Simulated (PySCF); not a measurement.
In(GeH3)(H)2 (GeH₅In), SMILES [InH2][GeH3].

Coordinates come from a PBE0-D3(BJ)/def2-TZVP optimisation. The def2 effective core potentials stand for the cores of In; spin–orbit coupling is left out.

All values below come from ωB97X/def2-TZVPD (PySCF).

The molecule is in vacuum.

**Question.** Estimate the frontier levels, gap, dipole moment and polarisability. (Estimate from the structure and the level; the computed values follow.)

**Answer.** 
The highest occupied level is -9.49 eV, the lowest empty level is -0.37 eV and the orbital gap is 9.11 eV. The dipole moment is 0.26 D and the quadrupole, principal values (traceless, Buckingham form, about the centre of nuclear charge) is -4.79, -2.74, 7.53 D·Å. The mean static polarisability is 77.6 bohr³ (11.49 Å³) and the polarisability, principal values is 60.1, 73.3, 99.2 bohr³.
